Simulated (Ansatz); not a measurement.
CH7AlSeSi, relaxed with RKS PBE0-D4/def2-TZVP in Ansatz 0.2.0 from a PBE-D4/def2-SVP geometry. The force threshold is 0.005 eV/Å; the program also tests the step.

Charge 0, multiplicity 1. The bonds changed during the relaxation, so this is another structure than the one it started from.

Start:

```xyz
11

Al   -1.231   -0.280   -1.478
C    -1.374    0.546    0.317
Se    0.425    1.353   -0.219
Si    1.761   -0.228    0.824
H    -1.874    0.531   -2.698
H    -0.560   -1.726   -1.617
H    -2.040    1.417    0.475
H    -1.247   -0.002    1.270
H     1.678   -0.022    2.311
H     3.159    0.025    0.339
H     1.302   -1.614    0.475
```

```tsv
step	energy (eV)	largest force (eV/Å)	largest move (Å)
1	-80960.9411	0.466	0.000
2	-80960.9785	0.161	0.037
3	-80960.9806	0.072	0.019
4	-80960.9813	0.011	0.011
5	-80960.9818	0.019	0.037
6	-80960.9818	0.049	0.087
7	-80960.9822	0.019	0.027
8	-80960.9822	0.009	0.004
9	-80960.9823	0.003	0.009
10	-80960.9823	0.005	0.021
11	-80960.9823	0.005	0.005
```

End:

```xyz
11

Al   -1.176   -0.254   -1.476
C    -1.374    0.521    0.314
Se    0.399    1.357   -0.172
Si    1.732   -0.214    0.825
H    -1.818    0.542   -2.688
H    -0.502   -1.681   -1.616
H    -2.045    1.359    0.490
H    -1.246   -0.054    1.229
H     1.772    0.049    2.285
H     3.085   -0.063    0.237
H     1.175   -1.563    0.571
```

Run time 82 s (4 threads of an Arm Neoverse N1 on a shared host); peak host memory 0.62 GiB.
